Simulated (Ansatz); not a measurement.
Relaxation of F3H4O3W (11 atoms, charge 0, multiplicity 2), to a largest force component of 0.03 eV/Å in at most 50 steps.

Theory: Ansatz 0.2.0, UKS PBE/def2-SVP.

```xyz
11
Properties=species:S:1:pos:R:3
W 0.008 0.057 -0.126
F 0.034 0.505 2.889
F 1.764 -0.565 -0.682
F 0.486 1.840 0.065
O -1.808 0.206 0.442
H -2.037 0.084 1.394
O 0.100 -1.559 0.918
H 1.003 -1.948 0.830
H -0.506 -0.326 -1.699
O -0.926 -0.412 3.184
H -0.620 -1.177 2.577
```

Question: Where does it end, and by what steps?

Answer: The forces met the threshold. The force dipped under the threshold on the way, but the program's further checks kept it going. After 15 steps the energy has fallen by 0.181 eV; F2 moved furthest, 0.57 Å.

| step | energy less start (eV) | largest force component (eV/Å) | accepted |
| --- | --- | --- | --- |
| 0 | 0.0000 | 2.646 | yes |
| 1 | -0.1090 | 1.151 | yes |
| 2 | -0.1474 | 0.472 | yes |
| 3 | -0.1576 | 0.258 | yes |
| 4 | -0.1619 | 0.425 | yes |
| 5 | -0.1713 | 0.083 | yes |
| 6 | -0.1732 | 0.029 | yes |
| 7 | -0.1748 | 0.072 | yes |
| 8 | -0.1761 | 0.112 | yes |
| 9 | -0.1773 | 0.139 | yes |
| 10 | -0.1783 | 0.146 | yes |
| 11 | -0.1791 | 0.136 | yes |
| 12 | -0.1797 | 0.110 | yes |
| 13 | -0.1801 | 0.078 | yes |
| 14 | -0.1803 | 0.053 | yes |
| 15 | -0.1805 | 0.012 | yes |

```xyz
11
Properties=species:S:1:pos:R:3
W 0.086 0.115 -0.208
F -0.344 0.523 3.313
F 1.568 -0.852 -0.992
F 0.701 1.857 -0.142
O -1.666 0.264 0.497
H -1.835 0.011 1.447
O 0.283 -1.339 1.065
H 1.122 -1.824 0.899
H -0.667 -0.285 -1.680
O -1.190 -0.628 3.100
H -0.557 -1.136 2.494
```

Whether the end is a true minimum wasn't checked by a vibrational analysis.

Time of the run: 67 s on 4 threads of Arm Neoverse V1, on a shared host, peak memory 0.27 GiB.
